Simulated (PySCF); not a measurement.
Pr²⁺: excitation energy

Pr²⁺ [Xe] 4f3 (high-spin determinant) → Pr²⁺ [Xe] 4f2 5d1 (high-spin determinant), as a difference of total energies. Calculation: PySCF 2.14, in x2c-TZVPPall; scalar relativity by spin-free X2C-1e. Correlated levels: valence: [Kr] 4d10 frozen; valence and next inner shell: [Ar] 3d10 frozen. The calculations carry no spin-orbit coupling.

```tsv
method	excitation energy (eV)
UHF	0.616
LDA	2.843
PBE	2.652
PBE0	2.208
r2SCAN	2.749
MP2 (valence)	1.303
SCS-MP2 (valence)	1.057
MP2 (valence and next inner shell)	1.437
SCS-MP2 (valence and next inner shell)	1.202
```

Task: How much does correlation contribute at MP2 (valence and next inner shell)?

Result: 1.437 − (0.616) = 0.821 eV, measured against UHF.

A first-order spin-orbit estimate (lowest level to lowest level, LS coupling) adds -0.085 eV.

The determinant of the upper state and of the lower state mixes LS terms, which raises its energy above the lowest term, most at the Hartree-Fock and MP2 levels.
